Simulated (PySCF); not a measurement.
A run for PySCF: R-HF/STO-3G on C4H4BrF (SMILES FC=C=CCBr).

```python
from pyscf import gto, scf, dft, mp
from pyscf.data.elements import chemcore

mol = gto.M(
    atom='''
    F     2.77702635   -0.24627234    1.18798588
    C     2.11242657    0.16280231    0.08166287
    C     0.88484481   -0.18366659   -0.16037663
    C    -0.34840974   -0.49975198   -0.43955950
    C    -1.51758863    0.31625544   -0.01324080
    Br   -2.66358825   -0.71510982    1.23563360
    H     2.71774594    0.79374823   -0.55566373
    H    -0.56378272   -1.39955590   -1.00966442
    H    -2.17361116    0.55704882   -0.84515718
    H    -1.22506321    1.21450184    0.51837993
    ''',
    basis='sto-3g',
    charge=0, spin=0, verbose=3, max_memory=1800)
mf = scf.RHF(mol)
mf.conv_tol = 1e-8
mf.max_cycle = 100
mf.kernel()
if not mf.converged:
    mf = mf.newton().run(mf.mo_coeff, mf.mo_occ)
```

Output:

```
converged SCF energy = -2794.54381417307
```

The calculation finished and met its thresholds.

Cost: around 0.22 core-seconds (rough).
